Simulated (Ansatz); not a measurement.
`O=C=N[SiH3]`, 7 atoms. The species carries charge 0 and has multiplicity 1. All runs use 2 threads of a server CPU on a shared host. Correlated methods freeze the cores. Open-shell runs search over several starts.

(1) How many basis functions does each run have, and how long does it take in Ansatz? UHF-CCSD(T)/def2-TZVPP energy of the cation; RKS PBE-QIDH (frozen core)/def2-TZVPP energy; RKS ωB97M-V/def2-QZVPP energy; RKS PBE0-D4/def2-TZVP relaxation (5 steps); UHF-MP2/def2-QZVPP energy of the cation; direct RPA on PBE orbitals/def2-TZVPP energy; RKS PBE0-D4/def2-TZVPP energy; RKS ωB97M-V/def2-SVP energy; RKS PBE0-D4/def2-SVP energy; RKS ωB97M-V/def2-TZVPP energy and forces; UKS PBE-D4/def2-TZVPP energy of the cation; UKS B2PLYP (frozen core)/def2-TZVPP energy of the cation. (Best estimate.)

## Answers

(1) Computed: Other jobs shared the machine, so times are rough.

| level | job | functions | wall time | peak host memory (GiB) |
| --- | --- | --- | --- | --- |
| RKS PBE0-D4/def2-SVP | energy | 75 | 0.7 s | 0.14 |
| RKS PBE0-D4/def2-TZVPP | energy | 177 | 1.6 s | 0.34 |
| RKS ωB97M-V/def2-SVP | energy | 75 | 2.2 s | 0.2 |
| direct RPA on PBE orbitals/def2-TZVPP | energy | 177 | 2.7 s | 0.3 |
| RKS PBE-QIDH (frozen core)/def2-TZVPP | energy | 177 | 3.2 s | 0.32 |
| RKS ωB97M-V/def2-TZVPP | energy and forces | 177 | 6 s | 0.44 |
| RKS ωB97M-V/def2-QZVPP | energy | 331 | 9 s | 0.89 |
| RKS PBE0-D4/def2-TZVP | relaxation (5 steps) | 148 | 12 s | 0.29 |
| UKS PBE-D4/def2-TZVPP | energy of the cation | 177 | 14 s | 0.4 |
| UKS B2PLYP (frozen core)/def2-TZVPP | energy of the cation | 177 | 2.1 min | 0.61 |
| UHF-CCSD(T)/def2-TZVPP | energy of the cation | 177 | 2.7 min | 4 |
| UHF-MP2/def2-QZVPP | energy of the cation | 331 | 5.4 min | 1.4 |
